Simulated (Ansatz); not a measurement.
Relaxation of [InH4]- (InH4⁻) with RKS PBE-D4/def2-TZVPD.

```sh
$ ansatz run in.yaml --threads 4 --pin off --events-out ev --progress --plain --max-ram 3916MiB
```

```yaml
crystal:
  periodic: [false, false, false]
  atoms:
    - {symbol: In, position_ang: [-0.000000, 0.000000, 0.000000]}
    - {symbol: H, position_ang: [0.560630, -0.031290, 1.284590]}
    - {symbol: H, position_ang: [1.400460, -0.017420, 0.062620]}
    - {symbol: H, position_ang: [-0.972030, 0.765570, -0.659200]}
    - {symbol: H, position_ang: [-0.989060, -0.716860, -0.688020]}
basis:
  gaussian: {orbitals: def2-TZVPD}
total_charge: -1
hamiltonian: {xc: pbe, dispersion: d4}
scf: {omitted_lower_state_checks: [starts]}
output: {orbitals: {seedname: orbitals}}
relax: {f_tol: 0.02, max_steps: 100}
```

Hardware: 4 threads of Arm Neoverse V2 on a shared host. Wall time 2.7 s.

Positions (Å) and forces (eV/Å) at steps 1, 2, 3, 4, 5, 6 of 6:

```xyz
5
step=1 energy=-5231.7674 eV
In    0.000    0.000    0.000    0.000    0.000    0.000
H     0.561   -0.031    1.285    1.555   -0.180    8.404
H     1.400   -0.017    0.063    8.404   -0.067   -1.562
H    -0.972    0.766   -0.659   -4.910    6.169   -3.303
H    -0.989   -0.717   -0.688   -5.049   -5.921   -3.538
5
step=2 energy=-5236.1680 eV
In    0.000    0.000    0.000    0.000    0.000    0.000
H     0.541   -0.035    1.478   -0.248   -0.065    3.515
H     1.574   -0.018   -0.025    3.193   -0.008   -1.492
H    -1.047    0.938   -0.709   -1.437    3.074   -0.953
H    -1.068   -0.885   -0.744   -1.507   -3.001   -1.070
5
step=3 energy=-5237.8880 eV
In    0.000    0.000    0.000    0.000    0.000    0.000
H     0.436   -0.037    1.642   -0.550   -0.019    1.299
H     1.689   -0.016   -0.182    1.015    0.007   -0.979
H    -1.050    1.132   -0.709   -0.216    1.388   -0.133
H    -1.075   -1.080   -0.752   -0.248   -1.376   -0.186
5
step=4 energy=-5238.5346 eV
In    0.000    0.000    0.000    0.000    0.000    0.000
H     0.276   -0.037    1.753   -0.383   -0.001    0.272
H     1.736   -0.013   -0.371    0.116    0.008   -0.455
H    -0.991    1.313   -0.666    0.138    0.437    0.100
H    -1.021   -1.263   -0.716    0.128   -0.444    0.083
5
step=5 energy=-5238.7362 eV
In    0.000    0.000    0.000    0.000    0.000    0.000
H     0.079   -0.035    1.783   -0.078   -0.001    0.091
H     1.693   -0.009   -0.566    0.058    0.001   -0.105
H    -0.870    1.447   -0.581    0.012    0.119    0.009
H    -0.902   -1.403   -0.636    0.009   -0.120    0.005
5
step=6 energy=-5238.7468 eV
In    0.000    0.000    0.000    0.000    0.000    0.000
H     0.026   -0.035    1.794   -0.003    0.000    0.005
H     1.684   -0.007   -0.619    0.003    0.000   -0.005
H    -0.838    1.485   -0.559    0.000    0.006    0.000
H    -0.872   -1.442   -0.616    0.000   -0.006    0.000
```

In the def2 sets In takes a core potential; there is no spin–orbit coupling.
